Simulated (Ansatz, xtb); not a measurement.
## C5H11OP: which of two isomers lies lower

Structure X: `C[C@@H]1CC[P@@]1(C)=O`, a singlet. Structure Y: `C=CCP(C)(C)=O`, a singlet. Both are isolated molecules in the gas phase, relaxed with B3LYP-D3(BJ)/def2-SVP, each in the lowest conformer that the search found.

Energies in hartree; the thermal terms are from GFN2-xTB frequencies at re-optimised GFN2-xTB minima (ideal gas, soft modes damped towards free rotors, one conformer each, 298.15 K, 1 atm) and include the zero-point energy:

```
                              X           Y
E, CCSD(T)/def2-SVP  −612.161716  −612.159005
    E, MP2/def2-SVP  −612.055818  −612.049525
  E, MP2/def2-TZVPP  −612.747926  −612.743135
  zero-point energy     0.150698     0.146535
       H(298 K) − E     0.160372     0.157538
       G(298 K) − E     0.117855     0.111724
```

Question: Correct the CCSD(T) difference for the basis set by the MP2 change, then work out ΔE, ΔE₀, ΔH and ΔG for X → Y in kcal/mol (1 Eh = 627.51 kcal/mol) and the equilibrium ratio [Y]/[X].

Answer: 1. Differences Y − X: CCSD(T) +0.002711, MP2 in the small set +0.006293, MP2 in the large set +0.004791 Eh.
2. ΔE = +0.002711 + (+0.004791 − (+0.006293)) = +0.001209 Eh = +0.76 kcal/mol.
3. ΔE₀ = ΔE + ΔZPE = +0.001209 + (−0.004163) Eh = −1.85 kcal/mol.
4. ΔH = ΔE + (−0.002834) Eh = −1.02 kcal/mol.
5. ΔG = ΔE + (−0.006131) Eh = −3.09 kcal/mol, so ΔS = (ΔH − ΔG)/T = +29.0 J/(mol K).
6. kT = 0.9442 mEh, so K = [Y]/[X] = exp(−ΔG/kT) = exp(+5.21) ≈ 180.

Structure Y is favoured at this temperature, against the order of the electronic energies. An error of 1 kcal/mol in ΔG would change K by a factor of 5.4. Mirror images and further conformers aren't counted.

As drawn, Y has 1 C=C in place of 2 C–C. Structure X has a 4-membered ring, Y no ring.

Other levels gave ΔE = +12.9 (GFN2-xTB); +28.4 (HF/STO-3G, GFN2-xTB geometries); +3.3 (r2SCAN-D4/def2-SVP, GFN2-xTB geometries); +0.8 (B3LYP-D3(BJ)/def2-SVP); −3.2 (HF/def2-SVP); +3.9 (MP2/def2-SVP); +1.7 (CCSD(T)/def2-SVP) kcal/mol. The correlated steps freeze 11 core orbitals. Programs: Ansatz 0.2.0, xtb 6.7.1.
